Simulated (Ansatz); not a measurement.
Reaction (ligand exchange at a B–O bond): `COB([SiH3])Cl` + H₂Se → `[SiH3]B(Cl)[SeH]` + CH₃OH

Calculated with Ansatz (gas phase, PBE0-D4/def2-TZVP geometries, no zero-point term in ΔE). CBS: MP2 limit from def2 TZ/QZ plus the TZ coupled-cluster correction, frozen cores. This one scheme is used for every species. DFT in def2-TZVPP. B3LYP here is the variant with VWN-RPA as its local correlation; programs differ in this. For Se outer-core shells are correlated without core-valence functions, which leaves a few kJ/mol of doubt a bond. Scalar relativity is left out up to krypton. Each species was taken in one conformer, which may not be the lowest.

`COB([SiH3])Cl`:

Cartesian coordinates in Å:
```
C -0.646 -1.744 1.080
O -0.145 -0.886 0.067
B 0.005 0.438 0.142
Si 0.743 1.480 -1.427
Cl -0.434 1.342 1.615
H -1.552 -2.222 0.704
H -0.870 -1.198 1.997
H 0.105 -2.509 1.277
H -0.247 2.506 -1.855
H 1.985 2.190 -1.014
H 1.056 0.601 -2.586
```

H₂Se:

Z-matrix (Å, degrees):
```
Se
H 1 1.467
H 1 1.467 2 91.2
```

`[SiH3]B(Cl)[SeH]`:

Cartesian coordinates in Å:
```
Si 1.073 -0.066 -0.206
B -0.764 0.631 0.232
Cl -0.994 2.345 0.524
Se -2.327 -0.477 0.355
H 2.009 0.248 0.908
H 1.057 -1.539 -0.419
H 1.579 0.592 -1.441
H -1.631 -1.734 0.046
```

CH₃OH:

Cartesian coordinates in Å:
```
C 0.128 0.223 -0.246
O -0.804 -0.295 0.675
H -0.326 1.106 -0.697
H 0.361 -0.487 -1.050
H 1.066 0.529 0.234
H -0.426 -1.077 1.083
```

```tsv
level	ΔE (kcal/mol)	difference from CCSD(T)/CBS
PBE-D4	14.3	-0.7
r2SCAN-D4	15.9	0.9
PBE0-D4	14.7	-0.3
B3LYP-D4	17.2	2.2
ωB97X-V	17.1	2.1
ωB97M-V	17.3	2.3
B2PLYP	16.9	1.9
PBE	14.6	-0.4
r2SCAN	15.9	0.9
PBE0	14.9	-0.1
B3LYP	17.8	2.8
HF/def2-TZVPP	19.6	4.6
MP2/def2-TZVPP	14.6	-0.4
SCS-MP2/def2-TZVPP	15.8	0.8
CCSD/def2-TZVPP	16.5	1.5
CCSD(T)/def2-TZVPP	15.9	0.9
HF/def2-QZVPP	19.9	4.9
MP2/def2-QZVPP	14.1	-0.9
SCS-MP2/def2-QZVPP	15.4	0.4
HF/CBS(def2)	19.9	4.9
MP2/CBS(def2)	13.6	-1.4
CCSD/CBS(def2)	15.5	0.5
CCSD(T)/CBS	15.0	0
```

Largest T1 diagnostic among the species: 0.013.

In def2-TZVPP, CCSD(T) changes the Hartree–Fock value by −3.6 kcal/mol (the triples alone add −0.5 kcal/mol) and MP2 by −5.0 kcal/mol.
